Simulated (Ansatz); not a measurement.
Total energies of `C[O][W](=[O])([Cl])([Cl])[Cl]`.

```xyz
10

C    -0.781    0.289   -1.528
O    -0.612    0.513   -0.158
W     0.453   -0.071    1.232
O    -0.151    0.840    2.500
Cl    2.097   -1.276    2.298
Cl   -0.705   -2.062    1.093
Cl    2.172    1.076    0.206
H    -1.590    0.924   -1.891
H     0.148    0.531   -2.055
H    -1.031   -0.764   -1.697
```

Total charge 0; spin multiplicity 1. Correlated methods include outer-core shells of W, which these sets cover unevenly. W takes the def2 core potential. All single points use the PBE0-D4/def2-TZVP geometry. It is one conformer, not always the lowest. Basis def2-TZVPP, the Gaussian-basis code of Ansatz.

RPA on PBE orbitals: Hartree–Fock energy of these orbitals -1634.42143 Eh, correlation -2.61813 Eh (frozen core).

```tsv
functional	energy without D4 (Eh)	D4 term (kJ/mol)
LDA (SPW92)	-1632.46120	–
PBE	-1637.71830	-37.9
revPBE	-1638.19876	-93.0
BLYP	-1638.38258	-79.7
r2SCAN	-1638.29891	-9.2
B97M-V	-1638.03865	–
PBE0	-1637.75336	-32.8
B3LYP	-1638.49216	-61.8
r2SCANh	-1638.24844	-10.0
r2SCAN0	-1638.17543	-11.2
HSE06 (plane-wave form)	-1637.72148	-31.1
BHLYP	-1638.16498	-55.0
CAM-B3LYP	-1638.33995	-34.3
LC-ωPBE	-1637.93721	–
ωB97X-V	-1638.11520	–
ωB97M-V	-1638.19872	–
B2PLYP	-1637.80223	–
PBE-QIDH	-1637.38402	–
```

B3LYP takes the VWN-RPA correlation (the form of Gaussian; ORCA's B3LYP/G). HSE06 is the plane-wave form, built on full-range PBE exchange. The double hybrids freeze the cores in their second-order part.

LC-ωPBE has ω = 0.4 bohr⁻¹.
